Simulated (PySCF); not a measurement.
HF$_{3}$Si (SMILES F[SiH](F)F), singlet, geometry from GFN2-xTB; HF/6-31G, TDA (PySCF).

Input for PySCF:
```python
from pyscf import gto, scf, tdscf

mol = gto.M(
    atom='''
Si    0.06539860   -0.10066120    0.34747042
F    -0.34845040    1.41762779    0.20424052
F     1.31445411   -0.28651835   -0.60242681
F    -1.10322320   -0.91990190   -0.33087686
H     0.31939493   -0.49161106    1.69698253
''',
    basis='6-31g',
    verbose=4,
)

mf = scf.RHF(mol)
mf.kernel()
td = mf.TDA()
td.nstates = 5
td.kernel()
td.analyze()
```

**Question.** What does PySCF print? Leave out banner, timings and long lists.

**Answer.** 
```
PySCF version 2.14.0

[INPUT] verbose = 4
[INPUT] num. atoms = 5
[INPUT] num. electrons = 42
[INPUT] charge = 0
[INPUT] spin (= nelec alpha-beta = 2S) = 0
[INPUT] symmetry False subgroup None
[INPUT] Mole.unit = angstrom
[INPUT] Symbol           X                Y                Z      unit          X                Y                Z       unit  Magmom
[INPUT]  1 Si     0.065398600000  -0.100661200000   0.347470420000 AA    0.123585442930  -0.190222099370   0.656623930188 Bohr   0.0
[INPUT]  2 F     -0.348450400000   1.417627790000   0.204240520000 AA   -0.658475823995   2.678928269672   0.385958646339 Bohr   0.0
[INPUT]  3 F      1.314454110000  -0.286518350000  -0.602426810000 AA    2.483958271209  -0.541441211162  -1.138421680995 Bohr   0.0
[INPUT]  4 F     -1.103223200000  -0.919901900000  -0.330876860000 AA   -2.084789702266  -1.738362652467  -0.625266646356 Bohr   0.0
[INPUT]  5 H      0.319394930000  -0.491611060000   1.696982530000 AA    0.603568943275  -0.929010263207   3.206832219872 Bohr   0.0

nuclear repulsion = 188.608239392391
number of shells = 24
number of NR pGTOs = 116
number of NR cGTOs = 42
basis = 6-31g
ecp = {}

******** <class 'pyscf.scf.hf.RHF'> ********
method = RHF
initial guess = minao
damping factor = 0
level_shift factor = 0
DIIS = <class 'pyscf.scf.diis.CDIIS'>
diis_start_cycle = 1
diis_space = 8
diis_damp = 0
SCF conv_tol = 1e-09
SCF conv_tol_grad = None
SCF max_cycles = 50
direct_scf = True
direct_scf_tol = 1e-13
Set gradient conv threshold to 3.16228e-05
Initial guess from minao.
init E= -588.107595914279
  HOMO = -0.479533864520417  LUMO = 0.104201353335914  gap/eV = 15.88424
cycle= 1 E= -587.743300210927  delta_E= 0.364  |g|= 0.679  |ddm|=  1.9
  HOMO = -0.583143063987922  LUMO = 0.144556710068996  gap/eV = 19.80172
cycle= 2 E= -587.814414430234  delta_E= -0.0711  |g|=  0.4  |ddm|= 0.866
  HOMO = -0.607074147076926  LUMO = 0.146285089810624  gap/eV = 20.49995
cycle= 3 E= -587.838577637458  delta_E= -0.0242  |g|= 0.028  |ddm|= 0.23
  HOMO = -0.59652052082487  LUMO = 0.153561078778628  gap/eV = 20.41076
cycle= 4 E= -587.838964191885  delta_E= -0.000387  |g|= 0.00616  |ddm|= 0.0553
  HOMO = -0.596609048133592  LUMO = 0.153305907715673  gap/eV = 20.40623
cycle= 5 E= -587.838987471531  delta_E= -2.33e-05  |g|= 0.00129  |ddm|= 0.0137
  HOMO = -0.596519355174288  LUMO = 0.15332473929721  gap/eV = 20.40430
cycle= 6 E= -587.838988519892  delta_E= -1.05e-06  |g|= 0.000183  |ddm|= 0.00275
  HOMO = -0.596471518426492  LUMO = 0.15333771894123  gap/eV = 20.40335
cycle= 7 E= -587.838988540653  delta_E= -2.08e-08  |g|= 2.07e-05  |ddm|= 0.000465
  HOMO = -0.596469079132762  LUMO = 0.15333666343646  gap/eV = 20.40325
cycle= 8 E= -587.838988540888  delta_E= -2.35e-10  |g|= 2.84e-06  |ddm|= 5.16e-05
  HOMO = -0.5964689712539  LUMO = 0.153336590000514  gap/eV = 20.40325
Extra cycle  E= -587.838988540893  delta_E= -4.55e-12  |g|= 1.11e-06  |ddm|= 4e-06
converged SCF energy = -587.838988540893

******** <class 'pyscf.tdscf.rhf.TDA'> for <class 'pyscf.scf.hf.RHF'> ********
nstates = 5 singlet
deg_eia_thresh = 1.000e-03
wfnsym = None
conv_tol = 1e-05
eigh lindep = 1e-12
eigh level_shift = 0
eigh max_cycle = 100

Excitation energies (eV)
[13.20905454 13.20905458 13.93357974 14.11839324 14.11839329]

** Singlet excitation energies and oscillator strengths **
Excited State   1:     13.20905 eV     93.86 nm  f=0.0586
      17 -> 24       -0.16513
      19 -> 24       -0.24254
      21 -> 22        0.58461
      21 -> 27        0.10683
Excited State   2:     13.20905 eV     93.86 nm  f=0.0586
      16 -> 24       -0.16513
      18 -> 24        0.24254
      21 -> 23       -0.58461
      21 -> 28       -0.10683
Excited State   3:     13.93358 eV     88.98 nm  f=0.5944
      13 -> 24        0.17299
      16 -> 23       -0.21572
      17 -> 22        0.21572
      21 -> 24       -0.56684
Excited State   4:     14.11839 eV     87.82 nm  f=0.0224
      14 -> 24       -0.12702
      15 -> 24        0.17472
      16 -> 24       -0.33395
      18 -> 22       -0.22485
      19 -> 23       -0.22485
      20 -> 22        0.41404
      20 -> 27        0.10340
Excited State   5:     14.11839 eV     87.82 nm  f=0.0224
      14 -> 24        0.17472
      15 -> 24        0.12702
      17 -> 24       -0.33395
      18 -> 23        0.22485
      19 -> 22       -0.22485
      20 -> 23        0.41404
      20 -> 28        0.10340

** Transition electric dipole moments (AU) **
state          X           Y           Z        Dip. S.      Osc.
  1         0.4112     -0.0569     -0.0939      0.1812      0.0586
  2        -0.0795     -0.4054     -0.1025      0.1812      0.0586
  3         0.2347     -0.3613      1.2472      1.7413      0.5944
  4        -0.0404     -0.2432     -0.0629      0.0647      0.0224
  5         0.2471     -0.0270     -0.0543      0.0647      0.0224

** Transition velocity dipole moments (imaginary part, AU) **
state          X           Y           Z        Dip. S.      Osc.
  1         0.0890     -0.0123     -0.0203      0.0085      0.0117
  2        -0.0172     -0.0878     -0.0222      0.0085      0.0117
  3         0.1044     -0.1607      0.5549      0.3446      0.4487
  4        -0.0229     -0.1378     -0.0356      0.0208      0.0267
  5         0.1400     -0.0153     -0.0308      0.0208      0.0267

** Transition magnetic dipole moments (imaginary part, AU) **
state          X           Y           Z
  1        -0.2572     -1.3116     -0.3316
  2        -1.3305      0.1841      0.3038
  3        -0.0000     -0.0000     -0.0000
  4        -0.0182      0.0020      0.0040
  5        -0.0030     -0.0180     -0.0046
```
